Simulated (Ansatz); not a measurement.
1-ethyl-3-methylimidazolium tetrafluoroborate (C₆H₁₁BF₄N₂) was relaxed with PBE-D4 (def2-SVP) in Ansatz in these states: charge -1 doublet, neutral singlet. The geometries follow in no particular order.

A:

```xyz
24

C    -1.229    2.822   -0.603
C    -0.642    1.806    0.380
N    -1.087    0.453    0.107
C    -1.621   -0.417    1.050
C    -1.388   -1.702    0.646
N    -0.708   -1.671   -0.572
C     0.215   -2.695   -1.005
C    -0.504   -0.308   -0.954
H    -0.831    3.840   -0.405
H    -2.338    2.857   -0.540
H    -0.961    2.545   -1.643
H     0.470    1.820    0.343
H    -0.934    2.056    1.422
H    -2.166   -0.049    1.927
H    -1.697   -2.648    1.106
H     1.249   -2.487   -0.644
H     0.232   -2.739   -2.118
H    -0.122   -3.682   -0.628
H     0.540   -0.025   -1.205
F     3.874    0.404    1.378
B     2.709    0.043    0.679
F     2.894   -1.221    0.051
F     1.608   -0.022    1.560
F     2.438    1.020   -0.332
```

B:

| atom | x (Å) | y (Å) | z (Å) |
| --- | --- | --- | --- |
| C1 | 2.311 | -0.792 | 1.933 |
| C2 | 1.837 | 0.050 | 0.754 |
| N3 | 0.747 | -0.592 | 0.002 |
| C4 | 0.855 | -1.565 | -0.976 |
| C5 | -0.406 | -1.759 | -1.489 |
| N6 | -1.253 | -0.892 | -0.814 |
| C7 | -2.672 | -0.660 | -1.073 |
| C8 | -0.534 | -0.197 | 0.083 |
| H9 | 3.127 | -0.261 | 2.461 |
| H10 | 2.699 | -1.781 | 1.614 |
| H11 | 1.490 | -0.957 | 2.660 |
| H12 | 1.436 | 1.033 | 1.069 |
| H13 | 2.653 | 0.244 | 0.029 |
| H14 | 1.812 | -2.024 | -1.241 |
| H15 | -0.763 | -2.421 | -2.283 |
| H16 | -2.889 | 0.391 | -0.801 |
| H17 | -3.298 | -1.360 | -0.486 |
| H18 | -2.868 | -0.805 | -2.151 |
| H19 | -0.892 | 0.617 | 0.733 |
| F20 | -0.666 | 4.161 | -0.092 |
| B21 | -0.676 | 2.790 | -0.023 |
| F22 | -1.979 | 2.252 | -0.284 |
| F23 | 0.239 | 2.195 | -0.929 |
| F24 | -0.308 | 2.335 | 1.305 |

**Question.** Judge from the bond lengths which geometry belongs to which state (an estimate).

**Answer.** A is the charge -1 doublet (N3–C8 1.430 Å, N6–C8 1.430 Å, F20–B21 1.405 Å); B is the neutral singlet (N3–C8 1.342 Å, N6–C8 1.344 Å, F20–B21 1.373 Å).

At PBE-D4/def2-SVP the highest occupied level of the relaxed charge -1 doublet lies above zero (up to 1.86 eV). Energy differences put its binding near zero (-0.05 eV; each at its own geometry, to the charge 0 singlet, at PBE-D4/def2-SVP), which leaves it undecided.
